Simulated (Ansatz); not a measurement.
Start from `C=CSC[SiH3]` and change one atom or group to get `C=CCSC=C`.

Ansatz, PBE0-D4/def2-TZVP geometries, multiplicity 1. Each molecule was computed in one conformer, which needn't be the lowest.

| property | `C=CSC[SiH3]` |
| --- | --- |
| HOMO energy (B3LYP/def2-TZVPP) / eV | -5.97 |
| HOMO energy (ωB97M-V/def2-TZVPP) / eV | -8.27 |
| LUMO energy (PBE/def2-TZVPP) / eV | -1.16 |
| size of the dipole moment (PBE/def2-TZVPP) / D | 1.15 |
| HOMO–LUMO gap (B3LYP/def2-TZVPP) / eV | 5.55 |
| size of the dipole moment (B3LYP/def2-TZVPP) / D | 1.17 |

Task: Give the same properties after the change, and the shifts. (An estimate is asked.)

Result: Computed: 
```csv
property,`C=CCSC=C`,shift
HOMO energy (B3LYP/def2-TZVPP) / eV,-6.00,-0.03
HOMO energy (ωB97M-V/def2-TZVPP) / eV,-8.33,-0.06
LUMO energy (PBE/def2-TZVPP) / eV,-1.27,-0.11
size of the dipole moment (PBE/def2-TZVPP) / D,1.39,0.24
HOMO–LUMO gap (B3LYP/def2-TZVPP) / eV,5.51,-0.04
size of the dipole moment (B3LYP/def2-TZVPP) / D,1.40,0.23
```

Dipoles are sizes alone; their direction can turn.

B3LYP here is the variant with VWN-RPA as its local correlation; programs differ in this.
